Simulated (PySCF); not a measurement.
# Correlation energy of Be (beryllium, neutral)

[He] 2s2, closed-shell 1S. All numbers are calculated (PySCF 2.14, the non-relativistic Hamiltonian (point nucleus), in cc-pVDZ). Frozen: 1s2; 2 electrons correlated.

Total MP2 correlation energy: -25.61 mhartree.

Same-spin part 0.00 and opposite-spin part -25.61 mhartree; SCS-MP2 scales them by 1/3 and 6/5 to -30.73 mhartree.

With two correlated electrons CCSD is exact within the correlated space (frozen core and kept virtual orbitals).

```csv
level,correlation energy (mhartree)
CCSD,-44.51
```

Diagnostics: T1 = 0.016, D1 = 0.0229, largest double amplitude 0.150.

Cost of the coupled-cluster step: 0.07 s of wall time on 1 thread of Neoverse-N1 (shared host), for 2 correlated electrons.
